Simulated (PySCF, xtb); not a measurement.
Ge(F)2(Cl)(Me) (CH3ClF2Ge), SMILES [Ge]([CH3])([F])([Cl])[F].

GFN2-xTB (xtb) at its own geometry gives an orbital gap of 6.36 eV and a dipole moment of 4.29 D.

Geometry optimised at PBE0-D3(BJ)/def2-SVP. This is a generated structure with no PubChem entry under its InChIKey; it may be hypothetical.

Problem. What does CAM-B3LYP/def2-TZVP (PySCF) give? (The exact figures need the calculation; the answer reports its results.)

Solution. gap 11.54 eV (levels -11.02 and 0.52 eV), dipole 3.35 D.
